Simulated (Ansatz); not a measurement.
The inner images of a band of ClFGaH$_{2}$O (6 atoms, charge 0, multiplicity 2) are given out of order.

All numbers below come from UKS BLYP-D4/def2-SVP in Ansatz.

Image 0:

```xyz
6
Properties=species:S:1:pos:R:3
Ga -0.173 -0.154 0.476
H 0.507 1.384 0.680
O 1.257 -0.427 -0.705
H 2.050 -0.725 -0.205
Cl -2.143 0.089 -0.415
F -0.038 -1.119 1.963
```

Image 6:

```xyz
6
Properties=species:S:1:pos:R:3
Ga 0.515 0.589 -0.165
H -0.931 -0.069 1.655
O 1.357 -0.931 -0.761
H 2.332 -0.845 -0.739
Cl -1.768 0.330 -0.236
F -0.044 -0.028 2.041
```

Question: Put them in order from the first end to the last, with their energies above the first end.
A.
```xyz
6
Properties=species:S:1:pos:R:3
Ga -0.080 0.022 0.121
H 0.215 0.733 1.748
O 1.259 -0.523 -0.960
H 2.081 -0.696 -0.459
Cl -2.103 0.107 -0.651
F 0.089 -0.595 1.997
```
B.
```xyz
6
Properties=species:S:1:pos:R:3
Ga -0.015 0.319 -0.153
H 0.154 0.462 2.148
O 1.259 -0.666 -1.018
H 2.109 -0.644 -0.534
Cl -2.130 0.069 -0.748
F 0.083 -0.491 2.099
```
C.
```xyz
6
Properties=species:S:1:pos:R:3
Ga 0.351 0.541 -0.281
H -0.777 0.075 2.136
O 1.343 -0.872 -0.907
H 2.290 -0.757 -0.684
Cl -1.869 0.261 -0.503
F 0.121 -0.200 2.034
```
D.
```xyz
6
Properties=species:S:1:pos:R:3
Ga -0.099 -0.143 0.328
H 0.286 1.260 1.266
O 1.243 -0.509 -0.852
H 2.059 -0.805 -0.396
Cl -2.078 0.083 -0.542
F 0.049 -0.838 1.991
```
E.
```xyz
6
Properties=species:S:1:pos:R:3
Ga 0.162 0.453 -0.285
H -0.340 0.347 2.422
O 1.295 -0.820 -0.964
H 2.218 -0.662 -0.674
Cl -1.997 0.102 -0.724
F 0.122 -0.371 2.020
```

Answer: D (+0.17 eV), A (+0.47 eV), B (-0.24 eV), E (-0.35 eV), C (-0.45 eV).

Run time: 70 s on 2 threads of AMD EPYC 9R45 96-Core Processor (Zen 5) (shared host), peak memory 0.18 GiB.
